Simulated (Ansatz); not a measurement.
Born–Oppenheimer molecular dynamics of C$_{2}$H$_{10}$N$_{2}$Si (15 atoms, charge 0, multiplicity 1). It starts from a relaxed structure.

Method: Ansatz, RKS PBE-D4/STO-3G.

| Quantity | Value |
| --- | --- |
| ensemble | NVT, Langevin thermostat |
| time step | 0.5 fs |
| steps asked | 150 |
| set temperature | 500 K |
| friction | 0.5 /fs |
| seed | 622578 |

First frame:

```xyz
15
Properties=species:S:1:pos:R:3
Si -0.041 -0.063 0.036
N 0.010 -0.345 1.806
H -0.980 -0.227 2.175
H 0.514 0.478 2.252
C 1.758 -0.064 -0.544
H 2.274 -0.991 -0.246
H 1.829 0.025 -1.641
H 2.314 0.782 -0.107
C -0.864 1.538 -0.542
H -1.922 1.578 -0.235
H -0.356 2.425 -0.128
H -0.832 1.623 -1.642
N -1.080 -1.396 -0.564
H -0.572 -2.309 -0.364
H -1.068 -1.365 -1.627
```

(1) How far do the bonds stretch over the last three quarters of this one trajectory? (Pairs bonded in most of those frames.)

## Answers

(1) 
| bond | mean (Å) | spread (Å) | shortest | longest |
| --- | --- | --- | --- | --- |
| Si1–N2 | 1.832 | 0.049 | 1.76 | 1.92 |
| Si1–C5 | 1.895 | 0.039 | 1.83 | 1.96 |
| Si1–C9 | 1.902 | 0.030 | 1.84 | 1.94 |
| Si1–N13 | 1.759 | 0.032 | 1.72 | 1.84 |
| N2–H3 | 1.077 | 0.033 | 1.00 | 1.14 |
| N2–H4 | 1.093 | 0.043 | 1.02 | 1.19 |
| C5–H6 | 1.106 | 0.033 | 1.05 | 1.17 |
| C5–H7 | 1.115 | 0.035 | 1.06 | 1.20 |
| C5–H8 | 1.108 | 0.035 | 1.03 | 1.17 |
| C9–H10 | 1.105 | 0.028 | 1.06 | 1.16 |
| C9–H11 | 1.097 | 0.033 | 1.02 | 1.17 |
| C9–H12 | 1.116 | 0.022 | 1.06 | 1.16 |
| N13–H14 | 1.059 | 0.026 | 0.98 | 1.11 |
| N13–H15 | 1.061 | 0.029 | 1.00 | 1.14 |

Mean temperature of the second half: 500 K. A run of 0.075 ps of so small a system gives no equilibrium averages. The friction is so strong that the motion is overdamped, so the time scale means little. Limits of this set-up: minimal basis.

Run time: 6.1 min on 1 thread of Intel(R) Xeon(R) Platinum 8488C (Sapphire Rapids), with other jobs on the host, peak memory 0.11 GiB.
